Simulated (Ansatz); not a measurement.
Abridged output of a molecular run in Ansatz:

```
Functional definition: HF
1109 factors; integrals over basis functions are off by at most 1.2e-3 eV
mean field evaluation 1: about -41844.3511 eV, gradient 2.6e1 eV
mean field evaluation 2: about -41844.3534 eV, gradient 2.6e1 eV
mean field evaluation 4: about -41846.6280 eV, gradient 2.6e0 eV
mean field evaluation 8: about -41846.6592 eV, gradient 3.3e-4 eV
mean field -41846.65923510 eV, -1537.8363622057 hartree, gradient 2.0e-6 eV, S^2 0.000000; 0 other end points of the search recorded, 0 dependent functions left out
21 core orbitals not correlated: weight in the atoms' cores, before any rotation towards them, 1.000 or more for the frozen orbitals, at most 0.000 for the correlated occupied ones
reference -41846.65923510 eV, -1537.8363622057 hartree; 16, 16 occupied and 79, 79 virtual orbitals, 1109 factors
second order -16.41616536 eV of doubles, -0.00000000 eV of singles
cycle   1  -17.79811757 eV  change    -1.4e0 eV  update   8.9e-2
cycle   2  -18.26771137 eV  change   -4.7e-1 eV  update   2.6e-2
cycle   3  -18.32514135 eV  change   -5.7e-2 eV  update   9.6e-3
cycle   4  -18.32284588 eV  change    2.3e-3 eV  update   2.6e-3
cycle   5  -18.32196354 eV  change    8.8e-4 eV  update   7.8e-4
cycle   6  -18.32181201 eV  change    1.5e-4 eV  update   2.3e-4
cycle   7  -18.32180216 eV  change    9.8e-6 eV  update   6.8e-5
cycle   8  -18.32181681 eV  change   -1.5e-5 eV  update   2.2e-5
perturbative correction -0.46024208 eV, -0.0169135844 hartree
Total energy: -41865.44129400 eV, -1538.5265901391 hartree
```

Its atoms:

Cartesian coordinates in Å:
```
C 0.8403 0.9491 -1.1387
Si 0.2499 -0.7328 -0.5724
Si -0.9487 -0.4908 1.4187
Cl 0.2818 0.3653 2.8299
Cl -2.5380 0.7738 1.0824
H 1.4852 1.4020 -0.3829
H 1.4050 0.8667 -2.0697
H -0.0085 1.6148 -1.3077
H 1.3873 -1.6572 -0.3102
H -0.6521 -1.3665 -1.5732
H -1.5024 -1.7244 2.0238
```

(1) Which basis set was used?
A. def2-QZVPP
B. def2-SVP
C. def2-TZVPP
D. def2-TZVPPD

(2) Write the keys of the input that set method, charge and spin (a neutral closed shell needs none for the last two).

Answers

(1) B. It gives 116 functions.

(2) 
```yaml
correlation: {method: ccsd_t}
```
